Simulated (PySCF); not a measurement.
C₂H₄Cl₂Ge.

```xyz
9

Ge     0.1219    -0.3077    -0.3869
Cl     0.4363     1.8296    -0.4788
Cl     1.3111    -1.0949     1.2396
C     -1.7370    -0.6283    -0.0052
C     -2.6323     0.3591     0.1146
H      0.6818    -0.9161    -1.6741
H     -2.0405    -1.6754     0.1269
H     -3.6852     0.1515     0.3387
H     -2.3470     1.4110    -0.0024
```

Geometry optimised at r2SCAN-D4/def2-SVP. The structure was generated by enumeration, and PubChem lists no compound with its InChIKey, so it may never have been made. The values are those of a single conformer.

All values below come from HF/pcSseg-1 run with PySCF. Non-relativistic, no solvent.

Computed absolute GIAO shielding of each atom: isotropic value and principal components (ppm):
| atom | σ(iso) | σ11 | σ22 | σ33 | span |
|---|---|---|---|---|---|
| Ge1 | 1454.4 | 1388.5 | 1476.4 | 1498.3 | 109.8 |
| Cl2 | 1007.2 | 902.6 | 1040.8 | 1078.3 | 175.7 |
| Cl3 | 969.4 | 875.0 | 989.5 | 1043.9 | 168.9 |
| C4 | 56.8 | -69.2 | 66.9 | 172.7 | 241.9 |
| C5 | 39.8 | -106.1 | 49.7 | 175.8 | 281.9 |
| H6 | 26.0 | 19.1 | 20.8 | 38.2 | 19.1 |
| H7 | 25.6 | 23.2 | 25.2 | 28.3 | 5.2 |
| H8 | 24.9 | 21.6 | 23.6 | 29.5 | 7.9 |
| H9 | 24.9 | 21.3 | 22.1 | 31.4 | 10.1 |
